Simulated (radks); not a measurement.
Cs37+, 18 electrons, occupied as [He] 2s2 2p5.75 3s2 3p6 4s0.25 (fractional occupations, a model configuration). All-electron calculation, scalar-relativistic Kohn-Sham, LDA (Slater exchange, Perdew-Wang correlation), spin-polarised, spherical densities, finite nucleus; open shells are filled with parallel spins first (spin-orbit coupling, left out, can overturn this in heavy ions); Fermi nuclear charge, rms radius 4.8041 fm. Program: a radial shooting solver on a logarithmic mesh with Libxc functionals.

Local quantities along the radius. ELF = 1/(1 + alpha^2) is the electron localisation function; alpha = (tau - tau_W)/tau_unif compares the Pauli kinetic energy density with that of the uniform gas (summed over spins). tau is taken from the large components.

r (bohr),ELF,alpha
0.001463,0.999,0.02391
0.00186,0.999,0.02476
0.002365,0.999,0.02626
0.002982,0.999,0.02855
0.003791,0.999,0.03217
0.004819,0.999,0.03774
0.006078,0.998,0.04612
0.007726,0.996,0.06013
0.009822,0.993,0.08420
0.01249,0.984,0.1283
0.01575,0.957,0.2112
0.02002,0.870,0.3866
0.02545,0.648,0.7362
0.03209,0.399,1.227
0.0408,0.328,1.433
0.05186,0.480,1.040
0.06541,0.709,0.6410
0.08315,0.817,0.4737
0.1057,0.732,0.6054
0.1333,0.295,1.545
0.1695,0.156,2.324
0.2154,0.612,0.7962
0.2717,0.873,0.3814
0.3454,0.823,0.4637
0.4391,0.346,1.375
0.5537,0.064,3.818
0.7039,0.135,2.531
0.8948,0.433,1.145
1.128,0.607,0.8049

On this mesh the ELF has minima near r = 0.041, 0.15, 0.55 bohr, which separate the shells, and maxima near 0.0010 (1.00), 0.083 (0.82), 0.31 (0.88).
